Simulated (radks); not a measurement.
Charge is removed step by step from the 4s up level of the manganese ion Mn+, starting from [Ar] 3d5 4s(up 1, down 0). Calculated with a radial shooting solver on a logarithmic mesh with Libxc functionals: scalar-relativistic Kohn-Sham, BLYP, spin-polarised, spherical densities, point nucleus; open shells are filled with parallel spins first.

| removed (e) | E - E(0) (eV) | eigenvalue (eV) | E minus straight line (eV) |
|---|---|---|---|
| 0 | 0.000 | -12.461 | 0.000 |
| 0.25 | 3.345 | -14.310 | -0.704 |
| 0.5 | 7.157 | -16.186 | -0.942 |
| 0.75 | 11.439 | -18.080 | -0.708 |
| 1 | 16.196 | -19.977 | 0.000 |

Removing the whole electron costs 16.196 eV by Delta-SCF, against 12.461 eV from minus the eigenvalue at the starting occupation. Slater's transition state (half an electron removed) gives 16.186 eV. Integrating minus the eigenvalue over the occupation (Janak's theorem) gives 16.198 eV. In this scalar-relativistic scheme the density is built from large components alone, so the theorem holds only approximately. The mean slope of the eigenvalue, de/dn, is 7.52 eV per electron. Ionisation energy of Mn+ in the NIST Atomic Spectra Database: 15.640 eV (measured).
